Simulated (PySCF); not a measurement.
C2H7BN2O.

```xyz
13

C      2.7106     0.0771     0.3354
C      1.2370    -0.1048     0.5017
N      0.3887     0.2172    -0.3774
B     -1.0476     0.0318    -0.2390
N     -1.6159    -1.2517    -0.1227
O     -1.8761     1.1260    -0.2536
H      3.1088     0.7354     1.1255
H      2.9324     0.5086    -0.6498
H      3.2312    -0.8891     0.4427
H      0.9310    -0.5533     1.4752
H     -1.0674    -2.0969    -0.1637
H     -2.6158    -1.3957    -0.1438
H     -1.3687     1.9320    -0.3846
```
Charge 0, spin multiplicity 1.

Geometry optimised at PBE0-D3(BJ)/def2-SVP. The structure was generated by enumeration; whether it is a known compound was not checked. The values are those of a single conformer.

Method: PBE/pcSseg-1 (PySCF). Non-relativistic, no solvent.

**Question.** Give the absolute GIAO shielding of each atom: isotropic value and principal components (ppm). (The exact figures need the calculation; the answer reports its results.)

**Answer.** 
```json
[
 {"atom": "C1", "σ(iso)": "148.8", "σ11": "128.7", "σ22": "134.6", "σ33": "183.1", "span": "54.4"},
 {"atom": "C2", "σ(iso)": "11.6", "σ11": "-76.1", "σ22": "-6.9", "σ33": "117.8", "span": "193.9"},
 {"atom": "N3", "σ(iso)": "-125.7", "σ11": "-402.6", "σ22": "-166.6", "σ33": "192.2", "span": "594.7"},
 {"atom": "B4", "σ(iso)": "70.7", "σ11": "47.1", "σ22": "66.8", "σ33": "98.1", "span": "51.0"},
 {"atom": "N5", "σ(iso)": "206.7", "σ11": "172.5", "σ22": "199.4", "σ33": "248.0", "span": "75.5"},
 {"atom": "O6", "σ(iso)": "227.7", "σ11": "156.2", "σ22": "246.8", "σ33": "280.1", "span": "124.0"},
 {"atom": "H7", "σ(iso)": "29.1", "σ11": "27.0", "σ22": "27.4", "σ33": "33.0", "span": "6.0"},
 {"atom": "H8", "σ(iso)": "29.4", "σ11": "26.9", "σ22": "28.1", "σ33": "33.3", "span": "6.3"},
 {"atom": "H9", "σ(iso)": "29.2", "σ11": "27.0", "σ22": "27.6", "σ33": "33.1", "span": "6.1"},
 {"atom": "H10", "σ(iso)": "22.8", "σ11": "20.6", "σ22": "22.8", "σ33": "25.1", "span": "4.5"},
 {"atom": "H11", "σ(iso)": "29.7", "σ11": "24.0", "σ22": "27.4", "σ33": "37.6", "span": "13.5"},
 {"atom": "H12", "σ(iso)": "29.3", "σ11": "23.6", "σ22": "26.1", "σ33": "38.2", "span": "14.6"},
 {"atom": "H13", "σ(iso)": "28.6", "σ11": "23.0", "σ22": "25.8", "σ33": "37.1", "span": "14.2"}
]
```
